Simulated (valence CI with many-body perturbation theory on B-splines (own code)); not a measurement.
Missing levels of Zn23+

Method: valence CI with perturbative core correlation (CI+MBPT): five valence electrons over a frozen Dirac-Fock core [He], a basis of 9 s, 9 p, 8 d, 6 f, 3 g, 1 h functions for each j, with the one-electron correlation potential Σ1 (screened to all orders), the two-electron term Σ2, the three-electron term Σ3, Breit, model QED; selected single and double excitations, second order for the rest (own B-spline code, finite nucleus).

No measured spectrum was set against this ion. As an estimate, levels of excited configurations hold to 0.05 to 0.15 % of their energy, terms of the ground configuration to about 0.5 %. Among the levels kept, up to 2200 cm⁻¹ of a level comes from second order outside the variational space, and about a tenth of that is noise between levels of different J, which matters for small intervals.

| Level | E (cm⁻¹) |
| --- | --- |
| 2s2 2p3 4S°_3/2 | 0 |
| 2s2 2p3 2D°_3/2 | ? |
| 2s2 2p3 2D°_5/2 | 254340 |
| 2s2 2p3 2P°_1/2 | 357360 |
| 2s2 2p3 2P°_3/2 | 500710 |
| 2s 2p4 4P_5/2 | 956720 |
| 2s 2p4 4P_3/2 | 1084800 |
| 2s 2p4 4P_1/2 | 1110600 |
| 2s 2p4 2D_3/2 | ? |
| 2s 2p4 2D_5/2 | 1372300 |
| 2s 2p4 2S_1/2 | 1517000 |
| 2s 2p4 2P_3/2 | 1579600 |
| 2s 2p4 2P_1/2 | ? |
| 2p5 2P°_3/2 | 2452400 |
| 2p5 2P°_1/2 | ? |
| 2s2 2p2 3s 4P_1/2 | 10010000 |
| 2s2 2p2 3s 4P_3/2 | 10156000 |
| 2s2 2p2 3s 2P_1/2 | ? |
| 2s2 2p2 3s 4P_5/2 | 10217000 |
| 2s2 2p2 3s 2P_3/2 | ? |

Names give the largest LS component (configuration and term), which can be under half, so a name can repeat, a term be missing and a line seem to break the LS rules; names also repeat where a configuration has a term twice.

The levels stand in rising order. What does the calculation give for the missing energies?

2s2 2p3 2D°_3/2 187970; 2s 2p4 2D_3/2 1328800; 2s 2p4 2P_1/2 1767400; 2p5 2P°_1/2 2657400; 2s2 2p2 3s 2P_1/2 10189000; 2s2 2p2 3s 2P_3/2 10247000.
